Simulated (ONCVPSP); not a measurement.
What one change does to a pseudopotential (zirconium, ONCV)

ONCVPSP 4.0.1 input, shortened (lines: element, Z, core and valence counts, functional; n l f; lmax; l rc ep ncon nbas qcut; lloc lpopt rc5 dvloc0; l nproj debl; icmod fcfact rcfact), PBE, scalar-relativistic:

```
  Zr 40.00    6    4        4      upf
    1    0    2.00
    2    0    2.00
    2    1    6.00
    3    0    2.00
    3    1    6.00
    3    2   10.00
    4    0    2.00
    4    1    6.00
    4    2    2.00
    5    0    2.00
    2
    0    2.30    0.00    4    8    6.70
    1    2.10    0.00    4    9    6.30
    2    2.05    0.00    4    8    4.30
    2    5    2.05    0.00
    0    2    1.30
    1    2    2.90
    2    0    3.90
    1    0.55    0.00
```

All-electron outer shells of the reference configuration (PBE, scalar-relativistic, ld1.x):

```
shell  level (eV)  outermost node (bohr)  outermost maximum (bohr)
   3d     -174.71                      –                      0.35
   4s      -54.50                   0.55                      1.08
   4p      -32.46                   0.56                      1.17
   5s       -4.44                   1.47                      3.15
   4d       -3.60                   0.58                      1.59
```

Change: reference 4s2 4p6 4d1; wave 4s+5s: rc 2.30 bohr, ncon 4, nbas 8, qcut 6.7 1/bohr, 2 projectors becomes 4s: rc 2.30 bohr, ncon 4, nbas 8, qcut 6.7 1/bohr, 2 projectors, debl 1.3 Ha. In the s channel the program set the typed energies aside and used -2.997, 0.050 Ha. In the p channel the program set the typed energies aside and used -2.175, 0.050 Ha.

Cutoffs: the cutoffs (Ha) at which the residual kinetic energy of the hardest occupied pseudo-wave falls to 1 and 0.1 mHa per electron; they do not see the model core or the augmentation charge, which bear on the density cutoff. Errors are all-electron minus pseudo energies relative to the spin-unpolarised reference configuration.

Task: What does the change do?

Result: The potential gets harder (29 Ha and 54 Ha → 41 Ha and 56 Ha); the range in which the p phases agree narrows (upper end at the end of the scan → 3.3); neither file shows a bound ghost.

```csv
quantity,base,changed
"cutoff, loose",29 Ha,41 Ha
"cutoff, tight",54 Ha,56 Ha
loose cutoff by channel,"s 11 Ha, p 10 Ha, d 29 Ha","s 11 Ha, p 10 Ha, d 41 Ha"
bound ghosts,none,none
GHOST(+) flags under 300 eV,none,s at 262.9 eV
"largest error over its own tests, meV",-10,-66
s: phases at 2.33 bohr within 0.05 rad from the reference energy up to (Ha; the scan ends near 5),3.4,3.0
p: phases at 2.13 bohr within 0.05 rad from the reference energy up to (Ha; the scan ends near 5),to the end of the scan,3.3
d: phases at 2.08 bohr within 0.05 rad from the reference energy up to (Ha; the scan ends near 5),1.5,0.5
"rms error of d²Exc/dni dnj with the model core, mHa",1.67,2.42
```
